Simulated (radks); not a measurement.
Neutral neon inside a hard spherical wall (all orbitals vanish at R), configuration held at [Ne] and not refilled when levels cross. Method: non-relativistic Kohn-Sham, LDA (Slater exchange, VWN5 correlation), spin-polarised, spherical densities, point nucleus; computed with a radial shooting solver on a logarithmic mesh with Libxc functionals. Eigenvalues in eV for spin up, with the zero of energy where the potential of the charges vanishes at infinity; a dash marks a level that is unbound or too diffuse for the functional's potential to be trusted. A positive occupied level is held by the wall or, in an anion where self-interaction has pushed it up, behind a barrier. The pressure on the wall is -dE/dV.

R (bohr)  E (hartree)  kinetic (hartree)    e(1s)    e(2s)    e(2p)  e(3s, empty)  e(3p, empty)  pressure (GPa)
free       -128.23348            127.739  -824.66  -35.995  -13.552        -0.066             -               0
20         -128.23348            127.739  -824.66  -35.995  -13.552        -0.024         0.612        < 0.0001
10         -128.23348            127.739  -824.66  -35.995  -13.552         0.417         2.080        < 0.0001
7          -128.23345            127.739  -824.66  -35.992  -13.549         1.543         4.279         0.00307
3          -128.10843            128.450  -820.13  -32.989  -10.207        27.321        35.164            73.1
2.5        -127.83593            129.702  -814.01  -29.065   -5.726        49.216        57.169             356
2          -126.85706            133.463  -798.93  -18.949    5.619        98.639        103.34            2090
1.5        -122.85475            145.584  -760.63   11.518   37.447        230.06        217.33           16200
